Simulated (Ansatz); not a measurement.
`C/C=C\BN` + H–F → `NBF` + propene at 600 K and 1 bar (ligand exchange at a B–C bond).

Isolated molecules relaxed with PBE0-D4/def2-TZVP in Ansatz; ΔE leaves out vibrations. CCSD(T)/CBS adds triple-zeta CCSD(T) − MP2 to the extrapolated MP2 energy (def2 sets, frozen cores). This one scheme is used for every species. One conformer a species, not always the lowest.

| species | CCSD(T)/CBS energy (Eh) | H − E (kJ/mol) | S (J/(mol·K)) |
| --- | --- | --- | --- |
| `C/C=C\BN` | -198.50349 | 354.0 | 419.9 |
| H–F | -100.39570 | 42.3 | 194.0 |
| `NBF` | -181.19761 | 145.2 | 305.2 |
| `C=CC` | -117.74610 | 248.6 | 323.1 |

H − E and S are ideal-gas, rigid-rotor, harmonic terms from PBE0-D4/def2-TZVP, for one conformer and one mirror image of each species. 1 Eh = 2625.50 kJ/mol, R = 8.31446 J/(mol·K).

Q: By hand: ΔE, ΔH, ΔS and ΔG.

A: ΔE = (-181.19761) + (-117.74610) − (-198.50349) − (-100.39570) = -0.04452 Eh = -116.9 kJ/mol. Δ(H − E) = 145.2 + 248.6 − 354.0 − 42.3 = -2.5, so ΔH = -119.4 kJ/mol. ΔS = 305.2 + 323.1 − 419.9 − 194.0 = 14.4 J/(mol·K). ΔG = -119.4 − 600 × (14.4)/1000 = -128.0 kJ/mol.

Q: By hand: the equilibrium constant, and the temperature at which ΔG would vanish if ΔH and ΔS stayed fixed.

A: log₁₀ K = −ΔG/(RT ln 10) = 11.1. ΔH and −TΔS have one sign here, so there is no such temperature.

The number of gas molecules stays the same, so ΔS is small and ΔH decides. A doubt of 5 kJ/mol in ΔE shifts log₁₀ K by 0.4 here. Other conformers and mirror images would add mixing entropy, several J/(mol·K) or more a flexible species. These are equilibria of isolated gas molecules and say nothing of rates. Largest T1 diagnostic: 0.012 (customary marks: 0.02 for closed shells, 0.045 for open ones).
